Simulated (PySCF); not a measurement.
## Electric field gradients and quadrupole coupling constants

Species: C9H14OSi.
SMILES with atom numbers: `[CH3:1][Si:2]([CH3:3])([CH3:4])[O:5][c:6]1[cH:7][cH:8][cH:9][cH:10][cH:11]1` (hydrogens: H12, H13, H14 on C1; H15, H16, H17 on C3; H18, H19, H20 on C4; H21 on C7; H22 on C8; H23 on C9; H24 on C10; H25 on C11)

Structure used (PBE0-D3(BJ)/def2-SVP), in Å, numbered top down from 1:
```xyz
25
C9H14OSi angstrom
C     -1.8179    1.3928   -1.2975
Si    -1.6748   -0.0576   -0.1205
C     -1.8121    0.4723    1.6707
C     -2.9465   -1.3603   -0.5289
O     -0.1989   -0.8554   -0.3650
C      1.0789   -0.4960   -0.1509
C      2.0629   -1.4851   -0.2833
C      3.4023   -1.1749   -0.0765
C      3.7885    0.1222    0.2660
C      2.8118    1.1066    0.3957
C      1.4659    0.8071    0.1896
H     -2.8254    1.8352   -1.2358
H     -1.6590    1.0582   -2.3346
H     -1.0892    2.1893   -1.0858
H     -2.7886    0.9481    1.8554
H     -1.0281    1.1868    1.9619
H     -1.7320   -0.4036    2.3334
H     -2.8309   -2.2372    0.1265
H     -3.9671   -0.9670   -0.3977
H     -2.8418   -1.6988   -1.5710
H      1.7452   -2.4949   -0.5500
H      4.1563   -1.9589   -0.1834
H      4.8412    0.3622    0.4288
H      3.0957    2.1282    0.6609
H      0.7143    1.5925    0.2895
```

Field gradients from the PBE0/pcSseg-1 density (PySCF, non-relativistic), principal values in atomic units, ordered |Vxx| ≤ |Vyy| ≤ |Vzz|:

| atom | Vxx | Vyy | Vzz |
| --- | --- | --- | --- |
| O5 | -0.7234 | -0.9327 | 1.6562 |

Task: Find the asymmetry η = (Vxx − Vyy)/Vzz and the couplings χ = eQV/h (234.96 MHz × Q in barn × V in au), with Q(17O) = −0.0256 b.

Result: 
```
atom         environment  nucleus     η  χzz (MHz)  χxx (MHz)  χyy (MHz)
  O5  silyl ether oxygen      17O  0.13      -9.96       4.35       5.61
```

The tensor is traceless: Vxx + Vyy + Vzz = 0.

Task: What is Vzz at O5 in SI units (1 au = 9.71736 × 10²¹ V/m²)?

Result: 1.6562 au = 16.094 × 10²¹ V/m².

Task: What couplings would deuterons (Q(2H) = 0.00286 b) have in place of the hydrogens, at this geometry?

Result: 
```tsv
atom	bonded to	bond length (Å)	Vzz (au)	η	χzz (kHz)
H12	C1	1.102	0.2970	0.01	200
H13	C1	1.101	0.2975	0.02	200
H14	C1	1.100	0.3006	0.01	202
H15	C3	1.102	0.2975	0.01	200
H16	C3	1.100	0.2999	0.01	202
H17	C3	1.101	0.2975	0.02	200
H18	C4	1.101	0.2987	0.02	201
H19	C4	1.102	0.2979	0.01	200
H20	C4	1.101	0.2989	0.02	201
H21	C7	1.092	0.3067	0.07	206
H22	C8	1.093	0.3040	0.06	204
H23	C9	1.092	0.3073	0.08	206
H24	C10	1.093	0.3040	0.06	204
H25	C11	1.092	0.3085	0.10	207
```

The structure is a single PBE0-D3(BJ)/def2-SVP conformer in the gas phase; no vibrational or solvent corrections. The small basis limits the accuracy of the gradients.
